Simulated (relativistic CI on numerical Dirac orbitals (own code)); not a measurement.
Bi: what numerical and physical settings do to a radial Dirac CI calculation

Reference input:

```
atom Bi  Z=83  charge=0  electrons=83
nucleus A=209  rms_radius_fm=5.5211
hamiltonian dirac-coulomb  breit=on  qed=on  c_scale=1
orbitals kli  potential=per-configuration
slater_scale 1
correlation none
mixing on
grid step=0.0125 r_max=259.4
scf mixing=0.4 start=green max_iterations=150 tolerance=2e-08 node_fill=0.05
configurations
  [Xe] 4f14 5d10 6s2 6p3
end
```

Computed lowest total energy -21522.02609 Ha, first excitation 12549.2 cm⁻¹, 12 SCF steps. Runs with settings changed; * marks those that are bad on purpose:

```
                                                               Changed    Outcome  Lowest level   ΔE (Ha)  First excitation (cm⁻¹)  SCF steps                                                                Message
node fill of the KLI weights 0.01, SCF tolerance 0.0001, QED terms off  converged   6p3 4S°_3/2     -17.8                  12462.3          9                                                                       
                                               nuclear radius 4.969 fm  converged   6p3 4S°_3/2    -0.982                  12549.5         12                                                                       
                 grid step 0.03, Slater scale 1.2, SCF tolerance 1e-06  converged   6p3 4S°_3/2  -0.00617                  13762.8         12                                                                       
                                              nuclear radius 7.1774 fm  converged   6p3 4S°_3/2      3.27                  12548.1         12                                                                       
                                                           charge -1 *    refused                                                           0  configuration [Xe] 4f14 5d10 6s2 6p3 has 83 electrons, the ion has 84
                                                      SCF mixing 2.5 *  converged   6p3 4S°_3/2  1.25e-08                  12549.2         25
```

With so few configurations and no correlation, terms lie too far apart (by 10 to 50 % near neutrality), their order can be wrong, and levels of other configurations are missing.
